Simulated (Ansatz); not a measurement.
BGeH₃O₂, SMILES `[OH][GeH]1[BH][O]1`, relaxed with RKS PBE-D4/def2-SVP in the Gaussian-basis code of Ansatz from a rough embedded geometry. The force threshold is 0.03 eV/Å; the program also tests the step.

Total charge 0; spin multiplicity 1.

Start:

```xyz
7

O    -0.481    1.492    0.962
Ge    0.349    0.027    0.500
B     0.214   -0.329   -1.536
O    -0.622   -0.874   -0.606
H    -1.299    1.199    1.498
H     0.815   -0.948    1.627
H     1.024   -0.566   -2.444
```

**Question.** By how much does the energy fall, and how many steps does the optimiser take? (Estimate.)

**Answer.** Ansatz gave: 37.44 kcal/mol, in 11 steps, 1 of them rejected.

**Question.** Which bonds change most? (Best estimate.)

**Answer.** Ansatz gave: Ge2–O4 from 1.726 to 2.256 Å; B3–O4 from 1.364 to 1.271 Å; Ge2–B3 from 2.071 to 2.135 Å; O1–Ge2 from 1.746 to 1.802 Å.

**Question.** Give the relaxed structure. (An estimate is asked.)

**Answer.** The calculation gave: 
```xyz
7

O    -0.576    1.493    0.934
Ge    0.598    0.192    0.517
B     0.341   -0.557   -1.466
O    -0.578   -1.173   -0.841
H    -1.137    1.247    1.695
H     0.484   -0.845    1.697
H     0.868   -0.356   -2.536
```
